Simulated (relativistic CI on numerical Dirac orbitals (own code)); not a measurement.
**What each ingredient does to the levels of W45+**

Base calculation: Dirac-Coulomb-Breit CI, separate exchange-only KLI orbitals for each configuration, model QED (radiative potential, 1s self-energy scaled to tabulated hydrogen-like ionisation energies), unscaled Slater integrals.

Configurations in the expansion (outside the closed core [Ar]): 3d¹⁰4s, 3d¹⁰4p, 3d¹⁰4d, 3d¹⁰4f, 3d¹⁰5s, 3d¹⁰5p, 3d¹⁰5d, 3d¹⁰5f, 3d¹⁰5g, 3d¹⁰6s, 3d¹⁰6p, 3d¹⁰6d, 3d⁹4s², 3d¹⁰6f, 3d⁹4s4p, 3d¹⁰7s, 3d¹⁰8s, 3d⁹4s4d, 3d⁹4s4f, 3d⁹4s5s, 3d⁹4s5p, 3d⁹4s5d, 3d⁹4s5f. Double excitations out of closed p, d and f shells are left out; levels of such configurations are missing from the list, as are those of other unlisted configurations, and high levels can miss mixing partners.

Variants: (1) one mean potential for all configurations. Shifts of the energy above 3d¹⁰4s ²S1/2, in eV, for the lowest level and the first level of each name with at least 55 % of one term (blank where a level changes its place among those of its configuration and J or its character, or is not in the variant):

```
        Level     Base   Δ(1)
 3d¹⁰4s ²S1/2     0.00   0.00
3d¹⁰4p ²P°1/2    97.46  +0.03
3d¹⁰4p ²P°3/2   198.69  +0.03
 3d¹⁰4d ²D3/2   349.56  +0.02
 3d¹⁰4d ²D5/2   371.07  +0.02
3d¹⁰4f ²F°5/2   532.06  -0.11
3d¹⁰4f ²F°7/2   537.45  -0.11
 3d¹⁰5s ²S1/2   966.77  -0.13
3d¹⁰5p ²P°1/2  1014.25  -0.09
3d¹⁰5p ²P°3/2  1061.78  -0.09
 3d¹⁰5d ²D3/2  1133.62  -0.11
 3d¹⁰5d ²D5/2  1144.03  -0.11
3d¹⁰5f ²F°5/2  1215.43  -0.16
3d¹⁰5f ²F°7/2  1218.57  -0.15
 3d¹⁰5g ²G7/2  1254.88  -0.18
 3d¹⁰5g ²G9/2  1256.15  -0.18
 3d¹⁰6s ²S1/2  1448.75  -0.12
3d¹⁰6p ²P°1/2  1475.20  -0.08
3d¹⁰6p ²P°3/2  1501.36  -0.09
 3d¹⁰6d ²D3/2  1541.15  -0.10
 3d¹⁰6d ²D5/2  1547.00  -0.11
 3d⁹4s² ²D5/2  1549.47  +0.98
```

At this charge energies of transitions that change n are usually good to better than 1 %, and those within a shell (Δn = 0) to a few per cent.

Ionisation energy from the two ground configurations alone: base 2412.95 eV. The NIST ASD value (semi-empirical) is 2414.1 eV.

LS names give the leading component of a level, which can be under half, so a name can repeat, a term be missing and a line seem to break the LS rules.
